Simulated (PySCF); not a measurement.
# Indium: a sound run and one with changed settings

Sound run: In [Kr] 4d10 5s2 5p1, In⁺ [Kr] 4d10 5s2. All numbers are calculated (PySCF 2.14, the spin-free X2C one-electron Hamiltonian (Gaussian nucleus), in x2c-SVPall (6s5p3d, 36 functions)). The sound run starts from symmetry-adapted Hartree-Fock orbitals and uses a fine grid where one is needed.

A second run was set up differently.

```csv
species,method,sound run (hartree),changed run (hartree),converged
In,UHF,-5877.61419,-5877.61419,yes
In,B3LYP,-5880.34617,-5880.99716,yes
In,MN15,-5884.11036,-5884.11714,yes
In⁺,UHF,-5877.42445,-5877.42445,yes
In⁺,B3LYP,-5880.13916,-5880.74404,yes
In⁺,MN15,-5883.90084,-5883.91049,yes
```

Ionisation energy of In:

```csv
method,sound run (eV),changed run (eV)
UHF,5.163,5.163
B3LYP,5.633,6.888
MN15,5.702,5.623
```

Task: What was changed?
A. minimal basis
B. all electrons correlated in a valence basis
C. angular grid far too coarse
D. too few SCF iterations

Result: C. It used 6 angular points. A coarse angular grid integrates products of high-l functions wrongly, so density functionals can shift, and the SCF can exploit the error; Hartree-Fock and MP2 need no grid.
